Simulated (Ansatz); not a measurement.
Program: Ansatz. Geometries: PBE0-D4/def2-TZVP. ΔE: electronic, gas phase. CBS: MP2 limit from def2 TZ/QZ plus the TZ coupled-cluster correction, frozen cores. Functionals use def2-TZVPP. B3LYP here is the variant with VWN-RPA as its local correlation; programs differ in this. For Ga outer-core shells are correlated without core-valence functions, which leaves a few kJ/mol of doubt a bond. Scalar relativity is left out up to krypton. Each species was taken in one conformer, which may not be the lowest.

Consider the ligand exchange at a B–O bond: `BOCF` + `[OH][GaH2]` → `B[O][GaH2]` + `OCF`.

| level | ΔE (kJ/mol) |
| --- | --- |
| B3LYP-D4 | -2.9 |
| CAM-B3LYP | -1.9 |
| CCSD(T)/def2-TZVPP | -0.1 |
| MP2/CBS(def2) | 3.1 |

Question: What does CCSD(T)/CBS give? (Best estimate.)

Answer: Ansatz gave: +2.4 kJ/mol. The listed levels differ from it by -5.3, -4.3, -2.5, 0.7 kJ/mol.

Largest T1 diagnostic among the species: 0.016.

In def2-TZVPP, CCSD(T) changes the Hartree–Fock value by +8.9 kJ/mol (the triples alone add +1.4 kJ/mol) and MP2 by +9.6 kJ/mol. At CCSD(T), def2-SVP lies −7.9 kJ/mol from the extrapolated value and def2-TZVPP −2.5 kJ/mol.
